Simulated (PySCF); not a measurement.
FH6NOSi2, SMILES N[SiH2]O[SiH2]F. Geometry: PBE0-D3(BJ)/def2-SVP. The structure was generated by enumeration, and PubChem lists no compound with its InChIKey, so it may never have been made. One conformer was computed; it need not be the lowest.

Give the equilibrium geometry at PBE0-D3(BJ)/def2-SVP (PySCF confirms it by a frequency run) as bond lengths and angles. (Estimate from the structure and the level; the computed values follow.)

This is not unique; one that fits is 
Atoms: Si1 F2 O3 Si4 N5 H6 H7 H8 H9 H10 H11. Bonded distances (Å): Si1–F2 1.621, Si1–O3 1.635, Si1–H6 1.488, Si1–H7 1.483, O3–Si4 1.675, Si4–N5 1.712, Si4–H8 1.487, Si4–H9 1.491, N5–H10 1.013, N5–H11 1.013. Bond angles (°): F2–Si1–O3 109.7, F2–Si1–H6 106.8, F2–Si1–H7 107.6, O3–Si1–H6 110.8, O3–Si1–H7 109.0, H6–Si1–H7 112.8, Si1–O3–Si4 146.8, O3–Si4–N5 114.0, O3–Si4–H8 107.0, O3–Si4–H9 107.3, N5–Si4–H8 107.9, N5–Si4–H9 107.9, H8–Si4–H9 112.9, Si4–N5–H10 120.7, Si4–N5–H11 121.0, H10–N5–H11 111.2.
Charge 0, spin multiplicity 1.
